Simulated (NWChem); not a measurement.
# Total energies of OSe

```xyz
2

O      0.0000     0.0000     1.3410
Se     0.0000     0.0000    -0.3155
```
Charge 0, spin multiplicity 3.

Program: NWChem. All single points use one geometry, from UB3LYP/def2-SVP, a minimum by its harmonic frequencies.

Basis set: STO-3G (23 functions).

```csv
method,total energy (Ha)
UHF,-2447.33913
UMP2,-2447.41465
UB2PLYP,-2448.58609
UPBE,-2448.50662
UB3LYP,-2448.97851
UM06-2X,-2448.99814
```

Total energies of different functionals aren't comparable as a measure of quality: only differences taken within one method are. 

The Hamiltonian is non-relativistic. The correlated methods keep 10 core orbitals frozen. B3LYP has NWChem's definition, with VWN1-RPA local correlation. The structure started from a generated list of species. The unpaired electrons of the parent sit in orbitals of symmetry b1 and b2 (C2v labels of the run); other states weren't searched. No SCF solution was tested for a lower state. Open-shell Hartree-Fock references start from PBE0 orbitals.
